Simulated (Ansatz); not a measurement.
Start from `C#[C][AlH][F]` and change one atom or group to get `C#[C][AlH][NH2]`.

Ansatz, PBE0-D4/def2-TZVP geometries, multiplicity 1. Each molecule was computed in one conformer, which needn't be the lowest.

```csv
property,`C#[C][AlH][F]`
HOMO–LUMO gap (B3LYP/def2-TZVPP) / eV,6.46
size of the dipole moment (ωB97M-V/def2-TZVPP) / D,1.77
HOMO–LUMO gap (ωB97M-V/def2-TZVPP) / eV,10.95
LUMO energy (PBE0/def2-TZVPP) / eV,-1.58
size of the dipole moment (B3LYP/def2-TZVPP) / D,1.81
HOMO–LUMO gap (PBE/def2-TZVPP) / eV,4.93
```

Question: Give the same properties after the change, and the shifts. (Best estimate.)

Answer: Computed: 
```tsv
property	`C#[C][AlH][NH2]`	shift
HOMO–LUMO gap (B3LYP/def2-TZVPP) / eV	6.18	-0.28
size of the dipole moment (ωB97M-V/def2-TZVPP) / D	1.09	-0.68
HOMO–LUMO gap (ωB97M-V/def2-TZVPP) / eV	10.74	-0.21
LUMO energy (PBE0/def2-TZVPP) / eV	-0.93	0.65
size of the dipole moment (B3LYP/def2-TZVPP) / D	1.12	-0.69
HOMO–LUMO gap (PBE/def2-TZVPP) / eV	4.49	-0.44
```

With PBE0 the HOMO rises by 0.97 eV and the LUMO rises by 0.65 eV, so the gap narrows by about 0.32 eV. PBE moves the HOMO by 1.09 eV and ωB97M-V by 0.87 eV. The zero-point energy changes by 61.3 kJ/mol with +6 modes. Dipoles are sizes alone; their direction can turn.

B3LYP here is the variant with VWN-RPA as its local correlation; programs differ in this.
